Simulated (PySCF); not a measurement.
Ge(H)2(Cl)(OMe) (CH5ClGeO), SMILES C[O][GeH2][Cl].

Geometry: PBE-D3(BJ)/def2-SVP. This is a generated structure with no PubChem entry under its InChIKey; it may be hypothetical. The values are those of a single conformer.

These are PBE/def2-TZVP in PySCF values and carry that method's errors.

```json
{
 "total_energy": "-2653.00639 hartree",
 "highest_occupied_level": "-6.69 eV",
 "lowest_empty_level": "-1.18 eV",
 "orbital_gap": "5.51 eV",
 "dipole_moment": "1.55 D",
 "quadrupole, principal values (traceless, Buckingham form, about the centre of nuclear charge)": "-5.72, -0.43, 6.15 D·Å",
 "mean_static_polarisability": "59.8 bohr³ (8.87 Å³)",
 "polarisability_principal_values": "51.1, 60.9, 67.5 bohr³"
}
```
